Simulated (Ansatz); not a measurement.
Two members of one family ((InE)4 cubane), computed with Ansatz in the gas phase; def2 core potentials for In, no spin–orbit coupling. The two geometries come from different levels. Binding counts from free atoms in the multiplicity of their measured ground term, without zero-point energy. Sets without diffuse functions give affinities that are too small. A dash marks a value that wasn't run or was left out as unsound. The structures are stationary points that may keep the symmetry of their start. Remarks come from the PBE and PBE0 runs and from stability tests at other levels; not every state was tested. A HOMO above zero means that the electron is unbound at that level and held by the basis, or that self-interaction error raises the level; the energy of removing that electron tells which. HOMO above LUMO (over both spins in singlets and doublets, within one spin in higher multiplets; at PBE or PBE0), or a gap under 0.15 eV within one spin, warns that the state may not be the lowest or that an electron is smeared out.

First: (ClInS)4 cubane (singlet, charge 0, r2SCAN-D4/def2-SVP geometry).

```xyz
12

In   -1.8461    0.2736    0.9448
Cl   -3.9046    0.5753    1.9988
S    -1.6571    0.3239   -1.6105
In   -0.0964   -1.6763   -1.2470
Cl   -0.2059   -3.5434   -2.6413
S    -0.5101   -1.8880    1.2729
In    1.4855   -0.2896    1.4436
Cl    3.1403   -0.6100    3.0555
S     0.1073    1.8701    1.3911
In    0.4578    1.6915   -1.1407
Cl    0.9692    3.5784   -2.4144
S     2.0601   -0.3055   -1.0530
```

```json
{"level": "PBE-D4/def2-SVP", "HOMO (eV)": "-7.51", "LUMO (eV)": "-3.89", "gap (eV)": "3.62", "vertical IE (eV)": "–", "vertical EA (eV)": "–", "vertical triplet (eV)": "–", "binding per atom (eV)": "3.12"}
{"level": "PBE-D4/def2-TZVP", "HOMO (eV)": "-7.52", "LUMO (eV)": "-3.93", "gap (eV)": "3.59", "vertical IE (eV)": "9.42", "vertical EA (eV)": "2.23", "vertical triplet (eV)": "3.56", "binding per atom (eV)": "3.11"}
{"level": "revPBE-D4/def2-TZVP", "HOMO (eV)": "-7.46", "LUMO (eV)": "-3.80", "gap (eV)": "3.67", "vertical IE (eV)": "9.37", "vertical EA (eV)": "2.12", "vertical triplet (eV)": "–", "binding per atom (eV)": "2.98"}
{"level": "PBE0-D4/def2-SVP", "HOMO (eV)": "-8.72", "LUMO (eV)": "-3.20", "gap (eV)": "5.53", "vertical IE (eV)": "–", "vertical EA (eV)": "–", "vertical triplet (eV)": "–", "binding per atom (eV)": "3.07"}
{"level": "PBE0-D4/def2-TZVP", "HOMO (eV)": "-8.67", "LUMO (eV)": "-3.19", "gap (eV)": "5.48", "vertical IE (eV)": "10.00", "vertical EA (eV)": "2.02", "vertical triplet (eV)": "4.24", "binding per atom (eV)": "3.07"}
```

Remarks: gap within one spin near zero at PBE or PBE0 (+1 doublet), gap within one spin near zero at PBE or PBE0 (triplet).

Second: (HInSe)4 cubane (singlet, charge 0, PBE-D4/def2-SVP geometry).

| atom | x (Å) | y (Å) | z (Å) |
| --- | --- | --- | --- |
| In1 | 1.653 | -0.110 | -1.424 |
| H2 | 2.961 | -0.197 | -2.550 |
| Se3 | -0.855 | -0.746 | -2.204 |
| In4 | -0.918 | -1.971 | 0.205 |
| H5 | -1.647 | -3.531 | 0.368 |
| Se6 | 1.690 | -1.618 | 0.820 |
| In7 | 0.755 | 0.657 | 1.942 |
| H8 | 1.354 | 1.177 | 3.477 |
| Se9 | 1.041 | 2.238 | -0.232 |
| In10 | -1.489 | 1.425 | -0.723 |
| H11 | -2.669 | 2.551 | -1.296 |
| Se12 | -1.875 | 0.126 | 1.616 |

**Question.** What does the change do? Estimate second minus first.

**Answer.** 
| level | Δ HOMO (eV) | Δ LUMO (eV) | Δ gap (eV) | Δ vertical IE (eV) | Δ vertical EA (eV) | Δ vertical triplet (eV) | Δ binding per atom (eV) |
| --- | --- | --- | --- | --- | --- | --- | --- |
| PBE-D4/def2-SVP | 1.28 | 1.54 | 0.26 | – | – | – | -0.49 |
| PBE-D4/def2-TZVP | 1.27 | 1.49 | 0.22 | -1.17 | -1.51 | 0.18 | -0.47 |
| revPBE-D4/def2-TZVP | 1.26 | 1.44 | 0.18 | – | – | – | -0.45 |
| PBE0-D4/def2-SVP | 1.45 | 1.58 | 0.13 | – | – | – | -0.45 |
| PBE0-D4/def2-TZVP | 1.41 | 1.49 | 0.08 | -1.35 | -1.51 | 0.06 | -0.44 |

Remarks: gap within one spin near zero at PBE or PBE0 (+1 doublet), HOMO above zero (-1 doublet), gap within one spin near zero at PBE or PBE0 (-1 doublet), gap within one spin near zero at PBE or PBE0 (triplet).
